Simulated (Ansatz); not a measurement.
The same path of C$_{2}$H$_{4}$AlN (8 atoms, charge 0, multiplicity 1) was run twice with different band settings. Lost on the way: Al4–H7. Made: N3–H7.

Theory: RKS PBE-D4/def2-SVP (Ansatz).

Relaxed end points:

```xyz
8
Properties=species:S:1:pos:R:3
C -0.217 2.096 0.371
C -0.075 0.794 0.137
N 0.055 -0.395 -0.077
Al 0.245 -2.149 -0.392
H -0.551 2.770 -0.430
H -0.003 2.507 1.369
H -0.093 -2.642 -1.865
H 0.732 -3.038 0.832
```

```xyz
8
Properties=species:S:1:pos:R:3
C -0.242 1.777 0.227
C -0.257 0.495 -0.064
N -0.103 -0.715 -0.359
Al 1.566 -2.083 -0.384
H 0.095 2.515 -0.521
H -0.586 2.144 1.207
H -0.936 -1.186 -0.756
H 0.555 -3.006 0.595
```

Common settings: movable images 9; climbing image yes; optimiser quadratic models (default); start path through a guess of the saddle point; force threshold 0.05 eV/Å; iteration limit 60; end points relaxed.

| run | spring |
| --- | --- |
| 1 | 5.0 eV/Å² |
| 2 | 0.1 eV/Å² |

(1) What does each run give, and how far can it be trusted?

## Answers

(1) Run 1: converged after 21 iterations, highest image 2.618 eV above the first end. A vibrational analysis at the climbing image gives one clearly imaginary mode, 1208i cm⁻¹: a first-order saddle point.
Run 2: converged after 19 iterations, highest image 2.618 eV above the first end. Another band between the same ends (9 images) ends at a top of the same energy, where a vibrational analysis finds 1 clearly imaginary mode.
The orbitals stay closed-shell, which can raise the energy where a bond breaks towards radicals; this wasn't checked here.
